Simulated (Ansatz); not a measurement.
lithium fluoride (FLi), singlet, at a GFN2-xTB geometry (such geometries of metal compounds can be far from the true shape), atoms displaced at random by about 0.08 Å a coordinate; HF/def2-TZVP, gradient (Ansatz, an electronic-structure program).

Input for Ansatz:
Ansatz 0.2 input:
```yaml
crystal:
  periodic: [false, false, false]
  atoms:
    - {symbol: Li, position_ang: [0.01368967, 0.07852861, -1.15732146]}
    - {symbol: F, position_ang: [-0.09096463, -0.08821784, 0.48715574]}
basis:
  gaussian:
    orbitals: def2-TZVP
hamiltonian:
  xc: hf
output: {forces: true}
```

### Question
Predict the main parts of the log of this Ansatz run.

### Answer

```
Functional definition: HF
346 factors; their error is unknown
mean field evaluation 1: about -2908.6649 eV, gradient 3.9e1 eV
mean field evaluation 2: about -2909.8531 eV, gradient 3.2e1 eV
mean field evaluation 4: about -2911.0538 eV, gradient 1.6e-1 eV
mean field evaluation 8: about -2911.1134 eV, gradient 8.5e-5 eV
mean field -2911.11340952 eV, -106.9814445763 hartree, gradient 5.2e-6 eV, S^2 0.000000; 0 other end points of the search recorded, 0 dependent functions left out
the calculation of the forces begins
reference -2911.11340952 eV, -106.9814445763 hartree; 6, 6 occupied and 39, 39 virtual orbitals, 346 factors
Total energy: -2911.11340952 eV, -106.9814445763 hartree
Atom 0 at     0.013690     0.078529    -1.157321 Å, force    -0.083893    -0.133667     1.318243 eV/Å
Atom 1 at    -0.090965    -0.088218     0.487156 Å, force     0.083893     0.133667    -1.318243 eV/Å
Dipole moment:     0.091541     0.145853    -1.438423 e Å
```
